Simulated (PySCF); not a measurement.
# One molecule, several mistakes: AlBC2H7

All numbers below are calculated, not measured. They come from PySCF 2.14.0, an open-source quantum chemistry program, on an isolated molecule that a program drew, which may never have been made. The molecule is AlBC2H7 (charge 0, doublet), drawn as the SMILES string `B[CH2][Al][CH3]`.

Each row is a Hartree-Fock (HF) and frozen-core CCSD(T) single point in the cc-pV(D+d)Z basis, meant for a local HF minimum. Run 1 is clean. Each other run has one planted mistake out of seven kinds, and not every kind appears here: one electron removed, one electron added, multiplicity raised by two, geometry at a saddle point, minimal basis STO-3G, one bond length entered in bohr, all coordinates scaled. The reference is restricted for singlets and unrestricted otherwise, and also for a bond in bohr. Adding or removing an electron swaps singlet and doublet. Electrons count all cores. HOMO and LUMO are orbital energies over both spins, the gradient is its largest component, and the lowest frequency (negative if imaginary) is given only where the gradient is small. Bond lengths are over the 10 bonds as drawn. T1 is the CCSD diagnostic: over 0.02 (restricted) or 0.045 (unrestricted) a single reference is doubtful.

Geometry of the clean run:
```xyz
11
AlBC2H7, angstrom
B    -1.0131    0.5596    0.7260
C    -0.4307   -0.4557   -0.2670
Al    1.1068   -1.4244    0.5927
C     2.4905   -0.3973    1.5623
H    -1.9413    0.2680    1.4384
H    -0.5108    1.6450    0.8723
H    -1.1164   -1.2279   -0.6229
H     0.1031    0.0003   -1.1144
H     2.7624    0.5090    1.0077
H     2.0938   -0.0680    2.5320
H     3.4023   -0.9685    1.7555
```

| run | electrons | basis functions | <S^2> | HOMO (eV) | LUMO (eV) | gradient (hartree/bohr) | lowest frequency (cm^-1) | mean bond (Å) | longest bond (Å) | T1 | HF (hartree) | CCSD(T) (hartree) | mistake |
|---|---|---|---|---|---|---|---|---|---|---|---|---|---|
| 1 | 37 | 100 | 0.754 | -7.73 | 1.12 | 3.2e-05 | 40 | 1.3414 | 2.010 | 0.0141 | -346.38598 | -346.87852 | no fault |
| 2 | 37 | 31 | 0.755 | -4.74 | 6.50 | 2.5e-02 | - | 1.3414 | 2.010 | 0.0131 | -342.23570 | -342.45188 | minimal basis STO-3G |
| 3 | 37 | 100 | 1.362 | -7.91 | 0.96 | 2.2e-02 | - | 1.4487 | 2.279 | 0.0601 | -346.26688 | -346.76156 | ? |
| 4 | 37 | 100 | 3.772 | -5.27 | -2.10 | 7.3e-02 | - | 1.3414 | 2.010 | 0.0486 | -346.22757 | -346.70990 | ? |

**Which mistake was planted in run 3, and what did it cost?**

The mean bond changes by a factor of 1.080 and the longest by 1.134, so the molecule wasn't scaled as a whole. A length L in bohr read as angstrom grows by (1/0.5292 - 1) L = 0.890 L. The 10 bonds together grew by 10 x 0.1073 = 1.073 Å, which gives L = 1.206 Å. That is the length of one of the B-H bonds, 1.206 Å in the clean geometry. So the mistake is: one bond length entered in bohr. Subtracting run 1 and multiplying by 627.51 kcal/mol a hartree, the energy moved by 74.7 kcal/mol in HF and 73.4 kcal/mol in CCSD(T).

**Which mistake was planted in run 4, and what did it cost?**

Electrons, basis and geometry are unchanged, and <S^2> is 3.772, beside S(S+1) = 3.75 for a multiplicity of 4. So the mistake is: multiplicity raised by two. Subtracting run 1 and multiplying by 627.51 kcal/mol a hartree, the energy moved by 99.4 kcal/mol in HF and 105.8 kcal/mol in CCSD(T).

Cautions from the logs. Run 3: T1 is over the limit, so its CCSD(T) energy is less reliable; run 4: T1 is over the limit, so its CCSD(T) energy is less reliable.
